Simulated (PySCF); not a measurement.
Ionisation energies (eV) were calculated with PySCF 2.14 by LDA, MP2 (valence), UHF, in another order, as differences of total energies without spin-orbit coupling. The measured values are between term centres (NIST).

| species | measured | A | B | C |
| --- | --- | --- | --- | --- |
| Cr (aug-cc-pVTZ-DK, spin-free X2C) | 6.767 | 6.518 | 6.005 | 7.604 |
| Mn (aug-cc-pVTZ-DK, spin-free X2C) | 7.434 | 7.043 | 6.022 | 7.577 |
| Ga (aug-cc-pVTZ-PP with ECP10MDF, ECP) | 5.931 | 5.746 | 5.533 | 5.995 |
| Se (aug-cc-pVTZ-PP with ECP10MDF, ECP) | 9.635 | 9.246 | 8.544 | 9.845 |
| In⁺ (aug-cc-pVTZ-PP with ECP28MDF, ECP) | 18.870 | 17.646 | 17.012 | 19.496 |
| Sb (aug-cc-pVTZ-PP with ECP28MDF, ECP) | 9.124 | 9.001 | 8.583 | 9.121 |
| W (aug-cc-pVTZ-PP with ECP60MDF, ECP) | 7.825 | 7.237 | 5.886 | 7.908 |
| Pb⁺ (aug-cc-pVTZ-PP with ECP60MDF, ECP) | 13.869 | 13.385 | 13.200 | 13.916 |

Problem. Which column is which method?

Solution. A is MP2 (valence) (mean error -0.45 eV); B is UHF (mean error -1.08 eV); C is LDA (mean error 0.25 eV). Valence MP2 in a finite basis recovers only part of the missing correlation, so it stays below experiment on average. Hartree-Fock lacks the correlation of the electron removed and comes out lowest. LDA overbinds the outer electron and comes out highest.
